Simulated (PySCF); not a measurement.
**Working out the ionisation energy of Ba⁺**

Ba⁺ [Xe] 6s1 (2S) → Ba²⁺ [Xe] (1S). Computed with PySCF 2.14 in def2-QZVPPD with the def2 core potential (46 electrons), with scalar relativity through the core potential. Frozen: nothing. Energies in hartree (1 hartree = 27.21139 eV):

| part | Ba⁺ (lower) | Ba²⁺ (upper) |
| --- | --- | --- |
| UHF | -24.938655 | -24.595516 |
| CCSD correlation | -0.181045 | -0.164473 |
| (T) | -0.005328 | -0.004053 |

Question: What does Hartree-Fock give?

Answer: (-24.595516) − (-24.938655) = 0.343139 hartree = 9.337 eV.

Question: What do CCSD and CCSD(T) give?

Answer: The CCSD correlation energies differ by 0.016572 hartree = 0.451 eV and the triples by 0.001275 hartree = 0.035 eV, so CCSD gives 9.788 eV and CCSD(T) 9.823 eV.

Measured between the centres of the two terms (NIST): 10.004 eV, so CCSD(T) (valence and next inner shell) is off by -0.181 eV.

What remains against the reference includes basis incompleteness and higher excitations.
